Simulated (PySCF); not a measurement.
C3H11AsSi2.
SMILES with atom numbers: `[AsH2:1][SiH2:2][CH:3]1[CH2:4][SiH2:5][CH2:6]1` (hydrogens: H7, H8 on As1; H9, H10 on Si2; H11 on C3; H12, H13 on C4; H14, H15 on Si5; H16, H17 on C6)

Method: PBE0-D3(BJ)/def2-SVP geometry optimisation, gas phase (PySCF 2.14.0).

Problem. What internal coordinates does the optimisation give?

Solution. 
```
           bond  length (bohr)   order
        As1–Si2          4.491  single
         Si2–C3          3.576  single
   C3–C4, C3–C6          2.949  single
 C4–Si5, Si5–C6          3.582  single
 As1–H7, As1–H8          2.882  single
Si2–H9, Si2–H10          2.830  single
         C3–H11          2.088  single
 C4–H12, C6–H16          2.086  single
 C4–H13, C6–H17          2.076  single
        Si5–H14          2.827  single
        Si5–H15          2.830  single
```

Bonds in one row agree within 0.02 bohr and their mean is given. Orders are formal, as drawn. A selection of angles:
```
      angle  degrees
 Si2–As1–H7     92.0
 Si2–As1–H8     92.8
  H7–As1–H8     92.3
 As1–Si2–C3    107.9
 As1–Si2–H9    107.0
As1–Si2–H10    112.0
  C3–Si2–H9    110.4
 C3–Si2–H10    111.0
 H9–Si2–H10    108.5
  Si2–C3–C4    116.4
 Si2–C3–H11    106.9
   C4–C3–C6    100.5
  C4–C3–H11    108.3
  C3–C4–Si5     86.3
  C3–C4–H12    111.7
  C3–C4–H13    116.2
 Si5–C4–H12    110.9
 Si5–C4–H13    122.1
 H12–C4–H13    108.3
  C4–Si5–C6     78.6
 C4–Si5–H14    112.5
 C4–Si5–H15    120.7
H14–Si5–H15    108.8
```

Dihedral angles: As1–Si2–C3–C4 -59° (synclinal); Si2–C3–C4–Si5 150°; C3–C4–Si5–C6 -19° (synperiplanar); C4–Si5–C6–C3 19° (synperiplanar); Si2–C3–C6–Si5 -150°. The mirror-image conformer, all signs reversed, is as good.

As1 (arsenic bonded to Si and 2 H) is pyramidal (angles 92.8°, 92.3° and 92.0°, sum 277.0°, 0.94 Å off the plane of its three neighbours). Of the pairs four or more bonds apart, As1···H16 is among the closest relative to their van der Waals radii: 3.20 Å, 105 % of the sum of Bondi's values. All 3 C–Si bonds measure 1.892 to 1.896 Å. Si5 (SiH2 silicon) has angles from 78.6° to 120.9°. Si2 (SiH2 silicon) is tetrahedral (angles from 107.0° to 112.0°). The 4-membered ring C3–C4–Si5–C6 has internal angles of 78.6° to 100.5°; it is puckered, 0.16 Å rms from its mean plane, widest ring torsion 24°.

No PBE0-D3(BJ)/def2-SVP frequencies stand behind this structure, so it isn't proved a minimum. One conformer, not necessarily the lowest (H–As1–Si2–C3 176° and 84°, As1–Si2–C3–C4 -59°, Si2–C3–C4–Si5 150°, C3–C4–Si5–C6 -19°, C4–Si5–C6–C3 19°, Si2–C3–C6–Si5 -150°).
